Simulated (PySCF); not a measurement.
## Silicon: a sound run and one with changed settings

Sound run: Si⁺ [Ne] 3s2 3p1, Si²⁺ [Ne] 3s2. Calculation: PySCF 2.14, in 6-31G*; no relativity, point nucleus. In the sound run the correlated levels freeze [Ne]. The sound run starts from symmetry-adapted Hartree-Fock orbitals and uses a fine grid where one is needed.

A second run was set up differently.

```
species   method  sound run (hartree)  changed run (hartree)  converged
    Si⁺      UHF           -288.55052             -285.32969        yes
    Si⁺   r2SCAN           -289.01428             -285.74395        yes
    Si⁺     TPSS           -289.06646             -285.77952        yes
    Si⁺      MP2           -288.58462             -285.34477        yes
    Si⁺  CCSD(T)           -288.60217             -285.35653        yes
   Si²⁺      UHF           -287.96908             -284.79851        yes
   Si²⁺   r2SCAN           -288.40660             -285.18074        yes
   Si²⁺     TPSS           -288.45806             -285.21244        yes
   Si²⁺      MP2           -287.99853             -284.82189        yes
   Si²⁺  CCSD(T)           -288.01272             -284.83875        yes
```

Ionisation energy of Si⁺:

| method | sound run (eV) | changed run (eV) |
| --- | --- | --- |
| UHF | 15.822 | 14.454 |
| r2SCAN | 16.536 | 15.326 |
| TPSS | 16.555 | 15.431 |
| MP2 | 15.948 | 14.228 |
| SCS-MP2 | 15.929 | 14.183 |
| CCSD | 16.025 | 14.089 |
| CCSD(T) | 16.040 | 14.089 |

(1) What was changed?
A. too few SCF iterations
B. radial grid too coarse
C. basis contracted for another Hamiltonian
D. minimal basis

## Answers

(1) D. It used basis STO-3G. A minimal basis cannot let orbitals breathe on ionisation and holds almost no correlation.
